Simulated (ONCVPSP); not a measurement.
## u(r) = r·R(r): atom against pseudo-atom (sulfur)

Columns: radius, all-electron u(r) and pseudo u(r) of the 2s shell (level -211.71 eV) of sulfur in the configuration [He] 2s2 2p6 3s2 3p4; PBE, scalar-relativistic, ONCV scheme, ONCVPSP 4.0.1.

```tsv
r (bohr)	all-electron	pseudo
0.047	-0.7004	0.2666
0.095	-0.4211	0.5292
0.142	0.1177	0.7676
0.190	0.6450	0.9827
0.237	1.0427	1.1573
0.285	1.3119	1.2927
0.332	1.4550	1.3787
0.380	1.5061	1.4190
0.427	1.4880	1.4145
0.475	1.4222	1.3708
0.522	1.3288	1.2977
0.570	1.2171	1.2013
0.617	1.1011	1.0944
0.665	0.9826	0.9805
0.712	0.8709	0.8704
0.760	0.7639	0.7637
0.807	0.6677	0.6675
0.855	0.5786	0.5784
0.902	0.5007	0.5005
0.950	0.4302	0.4301
0.997	0.3697	0.3696
1.045	0.3158	0.3157
1.092	0.2700	0.2699
1.140	0.2295	0.2294
1.187	0.1955	0.1954
1.235	0.1655	0.1655
```

Task: How many radial nodes do the two functions have?

Result: The all-electron 2s function has n − l − 1 = 1; the pseudo-wave has 0, since the states of the same l below it are removed with the core.

Task: At about which radius was the pseudo-wave matched?

Result: 0.80 bohr, where the columns begin to agree (steps of 0.05 bohr).

Task: Is the pseudo-wave norm-conserving?

Result: Yes: the ONCV scheme keeps the norm inside the radius equal to the all-electron one, which fixes the energy derivative of the logarithmic derivative at the level.
